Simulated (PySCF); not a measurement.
Species: (NaF)4 ring, Na4F4.
Bonds: Na1–F2, Na1–F8, F2–Na3, Na3–F4, F4–Na5, Na5–F6, F6–Na7, Na7–F8.

Level of theory: PBE0-D3(BJ)/def2-SVP geometry optimisation, gas phase in PySCF.

Task: What internal coordinates does the optimisation give?

Result: 
| bond | length (Å) |
| --- | --- |
| Na1–F2 and 7 like bonds | 2.013 |

Bonds in one row agree within 0.01 Å and their mean is given. A selection of angles:
| angle | degrees |
| --- | --- |
| F2–Na1–F8 | 135.2 |
| Na1–F2–Na3 | 133.0 |
| F2–Na3–F4 | 138.0 |

Dihedral angles: F8–Na1–F2–Na3 1° (synperiplanar); F2–Na1–F8–Na7 -1° (synperiplanar); Na1–F2–Na3–F4 0° (synperiplanar); F2–Na3–F4–Na5 -1° (synperiplanar); Na3–F4–Na5–F6 1° (synperiplanar); F4–Na5–F6–Na7 -1° (synperiplanar); Na5–F6–Na7–F8 1° (synperiplanar); F6–Na7–F8–Na1 1° (synperiplanar).

F2 (fluorine bonded to 2 Na) is bent (angle 133.0°). Na1 (sodium bonded to 2 F) is bent (angle 135.2°). All 8 F–Na bonds measure 2.013 to 2.016 Å. The 8 heavy atoms lie in one plane (0.004 Å rms).

Not checked by PBE0-D3(BJ)/def2-SVP frequencies. The numbers are those of one conformer.
